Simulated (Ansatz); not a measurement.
The same path of BFH2O + H2O (8 atoms, charge 0, multiplicity 1) was run twice with different band settings. Lost on the way: B1–F2, O6–H8. Made: B1–O6, F2–H8.

The calculation used Ansatz 0.2.0, RKS r2SCAN-D4/def2-SVP.

Relaxed end points:

```xyz
8
Properties=species:S:1:pos:R:3
B -0.124 -0.168 -0.052
F -0.205 -0.879 1.103
O 1.086 -0.150 -0.697
H 1.758 -0.613 -0.178
H -1.125 0.093 -0.664
O -0.021 1.694 0.950
H 0.871 1.967 0.688
H 0.072 1.401 1.869
```

```xyz
8
Properties=species:S:1:pos:R:3
B 0.210 0.418 -0.257
F -0.559 -0.224 2.407
O 1.465 0.033 -0.597
H 1.485 -0.763 -1.141
H -0.793 -0.134 -0.629
O 0.073 1.525 0.546
H 0.938 1.907 0.761
H -0.507 0.581 1.928
```

Common settings: spring 5.0 eV/Å²; optimiser quadratic models (default); start path through a guess of the saddle point; force threshold 0.03 eV/Å; iteration limit 60; end points relaxed.

| run | movable images | climbing image |
| --- | --- | --- |
| 1 | 7 | yes |
| 2 | 1 | no |

(1) What does each run give, and how far can it be trusted?

Answers

(1) Run 1: converged after 13 iterations, highest image 0.771 eV above the first end. A vibrational analysis at the climbing image gives one clearly imaginary mode, 866i cm⁻¹: a first-order saddle point.
Run 2: converged after 15 iterations, highest image 0.177 eV above the first end. No image climbed, so the highest image needn't sit at the top of the path. A band with more images between the same ends climbed to 0.77 eV, so this one has probably stepped over the top. So few images can step over the top or miss a turn of the path.
The orbitals stay closed-shell, which can raise the energy where a bond breaks towards radicals; this wasn't checked here.
